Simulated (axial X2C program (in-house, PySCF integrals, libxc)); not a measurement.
Working with the constants of LiRu

A bond curve at the PW91 level, 2c, was computed with an in-house relativistic program for diatomic molecules (basis Ru dyall-cv3z [12s12p8d5f3g], Li dyall-cv3z [7s8p2d] (cores contracted in-house)) for the state Ω = 3/2 (⟨Sz⟩ = 1.49, ⟨Lz⟩ = 0.01 at PW91). Its fit gives Re = 2.3921 Å, ωe = 395.2 cm⁻¹, ωexe = 2.49 cm⁻¹ and αe = 4.298e-03 cm⁻¹; the masses are 101.9043 and 7.0160 u. Two-component means X2C with spin–orbit coupling and atomic mean-field Coulomb and Gaunt terms.

Problem. Find the reduced mass, Be and the force constant.

Solution. From the PW91 values: μ = 6.5641 u. Be = 16.8576/(μ Re²) = 0.4488 cm⁻¹. k = 5.8918×10⁻⁷ μ ωe² = 0.604 mdyn/Å.

Problem. The dipole moment p changes by 1.65 D/Å at Re. What harmonic infrared intensity follows?

Solution. I = 42.256 × (dp/dR)²/μ = 18 km/mol.

Problem. Where do the fundamental and the first overtone lie?

Solution. ν(1←0) = ωe − 2ωexe = 390.2 cm⁻¹; ν(2←0) = 2ωe − 6ωexe = 775.5 cm⁻¹.

Problem. A Morse curve ties αe to the other constants (Pekeris). How well does that hold?

Solution. αe(Morse) = 6Be²/ωe × (√(ωexe/Be) − 1) = 4.145e-03 cm⁻¹; the PW91 curve gives 4.298e-03 cm⁻¹, a ratio of 0.96.

Problem. Estimate the centrifugal constant by the Kratzer relation.

Solution. D = 4Be³/ωe² = 2.32e-06 cm⁻¹.

Occupations by symmetry block were frozen at the best pattern of an incomplete PBE0 search. Density functionals use the spin component along the axis (collinear). PBE0 can misorder states that lie within some tenths of an eV, so this need not be the ground state of the molecule. The nearest other 2c determinant of the search, Ω = 7/2, lies 0.20 eV up at the distance of the search. With several unpaired electrons one determinant need not be a pure state. This is the top spin component of a Σ state; components of lower Ω are not single determinants and can lie lower.
